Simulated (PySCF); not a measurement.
Can point charges reproduce the dipole moment of BEt2(OH) (`CCB(O)CC`)?

Coordinates (PBE0-D3(BJ)/def2-SVP, Å) and charges (e) from the PBE0/pcSseg-1 density (PySCF):

| atom | x | y | z | Mulliken | IAO | Hirshfeld | ESP-fitted |
| --- | --- | --- | --- | --- | --- | --- | --- |
| B1 | -0.370 | -0.951 | 0.175 | +0.5289 | +0.4191 | +0.2202 | +0.3179 |
| C2 | 1.172 | -0.831 | -0.146 | -0.4655 | -0.4096 | -0.1454 | +0.1019 |
| C3 | 1.910 | 0.187 | 0.726 | -0.3157 | -0.3929 | -0.1113 | -0.3083 |
| H4 | 1.269 | -0.534 | -1.208 | +0.1300 | +0.1418 | +0.0374 | -0.0277 |
| H5 | 1.645 | -1.823 | -0.063 | +0.1314 | +0.1420 | +0.0333 | +0.0031 |
| H6 | 2.975 | 0.268 | 0.455 | +0.1185 | +0.1363 | +0.0370 | +0.0651 |
| H7 | 1.476 | 1.196 | 0.639 | +0.1108 | +0.1259 | +0.0347 | +0.0687 |
| H8 | 1.868 | -0.090 | 1.791 | +0.1140 | +0.1311 | +0.0366 | +0.0766 |
| C9 | -1.340 | 0.305 | 0.168 | -0.5192 | -0.4180 | -0.1447 | +0.0538 |
| C10 | -1.156 | 1.264 | -1.007 | -0.2966 | -0.3935 | -0.1119 | -0.2617 |
| H11 | -1.147 | 0.849 | 1.113 | +0.1421 | +0.1491 | +0.0405 | -0.0062 |
| H12 | -2.398 | -0.013 | 0.233 | +0.1099 | +0.1206 | +0.0282 | -0.0319 |
| H13 | -1.813 | 2.145 | -0.931 | +0.1162 | +0.1359 | +0.0368 | +0.0588 |
| H14 | -0.121 | 1.635 | -1.067 | +0.1188 | +0.1319 | +0.0380 | +0.0668 |
| H15 | -1.378 | 0.774 | -1.968 | +0.1130 | +0.1315 | +0.0368 | +0.0621 |
| O16 | -0.837 | -2.189 | 0.492 | -0.3749 | -0.5080 | -0.2395 | -0.6584 |
| H17 | -1.786 | -2.192 | 0.658 | +0.2381 | +0.3568 | +0.1734 | +0.4195 |

**Question.** What dipole does each set of charges give (1 e·Å = 4.803 D), and what does the density give?

**Answer.** The full density gives (-1.29, 0.65, 0.12) D, 1.45 D in size; dipole vectors point from the negative to the positive end.

```
    scheme     μx    μy    μz  size (D)  share of the full size (%)  angle to the full dipole (°)
  Mulliken  -0.55  0.41  0.02      0.68                          47                            10
       IAO  -1.14  0.71  0.11      1.34                          93                             5
 Hirshfeld  -0.74  0.10  0.12      0.76                          52                            20
ESP-fitted  -1.27  0.69  0.11      1.44                         100                             2
```

**Question.** Which set comes closest?

**Answer.** Length of the difference vector: ESP-fitted 0.05 D, IAO 0.16 D, Hirshfeld 0.78 D, Mulliken 0.78 D. Closest: ESP-fitted. The schemes that divide the density aren't constrained to reproduce the dipole.

**Question.** What is left for the Hirshfeld atoms' own dipoles?

**Answer.** The Hirshfeld atoms' densities add up to the full density, so μ = Σ q r + Σ (atomic dipoles). The atomic dipoles sum to (-1.29, 0.65, 0.12) − (-0.74, 0.10, 0.12) = (-0.55, 0.55, 0.00) D, 0.78 D in size.

**Question.** With the origin at the mean of the coordinates, (-0.002, 0.000, 0.004) Å, which are the largest single terms, by size, of the ESP-fitted dipole along the direction of the full one?

**Answer.** C3 +2.31, C10 -1.90, H17 +1.33, H6 -0.78, H13 +0.71 D; all 17 atoms together +1.44 D. The single terms depend on the origin, their sum doesn't.

**Question.** Give the size of the full dipole in other units.

**Answer.** 1.45 D = 0.570 au = 0.301 e·Å = 4.83 × 10⁻³⁰ C·m.

Geometry: PBE0-D3(BJ)/def2-SVP, one conformer, isolated molecule.

These values come from a run that also computed NMR shieldings. Time: 36 s of wall time (with the writing of density and orbital grids); peak memory 0.84 GiB. Hardware: one thread of an Arm Neoverse N1, on a shared host.
